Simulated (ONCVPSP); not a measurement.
Pseudopotential generation for Mg: ONCV, LDA (Perdew-Wang 92), scalar-relativistic.

- Element: Mg
- Generator: ONCVPSP 4.0.1
- Type: optimised norm-conserving Vanderbilt (ONCV)
- Functional: LDA (Perdew-Wang 92)
- Relativity: scalar-relativistic
- Frozen core: [He]
- Valence charge: 10
- Reference configuration: 2s2 2p6 3s1.75 3p0.25
- Partial waves: 2s+3s: rc 1.15 bohr, ncon 4, nbas 7, qcut 10.6 1/bohr, 3 projectors, debl 1.8 Ha; 2p+3p: rc 1.45 bohr, ncon 3, nbas 8, qcut 11.3 1/bohr, 2 projectors
- Local potential: polynomial inside 0.85 bohr (lpopt 5, dvloc0 2 Ha)
- Core correction: none

All-electron outer shells of the reference configuration (LDA (PZ), scalar-relativistic, ld1.x):

| shell | level (eV) | outermost node (bohr) | outermost maximum (bohr) |
| --- | --- | --- | --- |
| 1s | -1253.98 | – | 0.09 |
| 2s | -79.83 | 0.18 | 0.55 |
| 2p | -47.25 | – | 0.48 |
| 3s | -5.06 | 0.90 | 2.50 |
| 3p | -1.59 | 0.95 | 3.46 |

Problem. Estimate the cutoffs (Ha) at which the residual kinetic energy of the hardest occupied pseudo-wave falls to 1 and 0.1 mHa per electron.

Solution. 43 Ha and 49 Ha.

Problem. Does the potential have ghost states?

Solution. No bound ghost flagged; no localised positive-energy state flagged.

Problem. Which valence shell sets the plane-wave cutoff?

Solution. 2p: 43 Ha for 1 mHa per electron, against 34 Ha for 3p.

Problem. Tests: 2s2 2p6 3s2 3p0; 2s2 2p6 3s1 3p0; 2s2 2p6 3s0 3p0; 2s1 2p6 3s2 3p0. Which has the largest error in its energy relative to the reference configuration, and how large is it?

Solution. 2s1 2p6 3s2 3p0, with -386 meV (all-electron minus pseudo) on +90.06 eV.
